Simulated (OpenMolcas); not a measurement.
# Eu2+ in cubic eightfold coordination: ligands and hosts compared

| Quantity | Value |
| --- | --- |
| Program | OpenMolcas 26.06 |
| Method | CASSCF |
| Active space | 7 electrons in 7 orbitals (4f) |
| Spin-orbit coupling | state interaction with AMFI integrals over the reference wave functions |

Distances were set from a Shannon-type radius of the metal (high-spin where two are listed) plus a fixed donor radius (F 1.31, O 1.38 Å), in hosts weighted 0.65 to 0.35 with the host's distance in the model lattice. Anionic complexes are neutralised by point charges, and hosts are embedded clusters. Ligand basis ANO-RCC-VDZP. States (labels of O, the rotations of Oh). Energies in cm-1 above the lowest state or level, χT in cm3 K/mol.

```tsv
Ligand or host	R (Å)	Metal basis	Outer charge (e at Å behind ligand)	Ground state	χT at 300 K
SrF2	2.542	ANO-RCC-VDZP		8A1	7.859
BaF2	2.604	ANO-RCC-VDZP		8A1	7.859
O	2.63	ANO-RCC-VDZP	1.8 at 2.8	8A1	7.859
CaF2	2.492	ANO-RCC-VDZP		8A1	7.859
F	2.56	ANO-RCC-VDZP	0.75 at 2.8	8A1	7.859
```

The rows also differ in their outer charges, so part of each step comes from that.

No quartet enters the spin-orbit mixing, so the splitting and order within the octet and the sextets are unsound, and g values and χT are rough. The oxide ions are held by bare point charges, a crude embedding (holds for O). No measured value stands beside these numbers; the geometry was imposed, not optimised, and the real ion may take another.
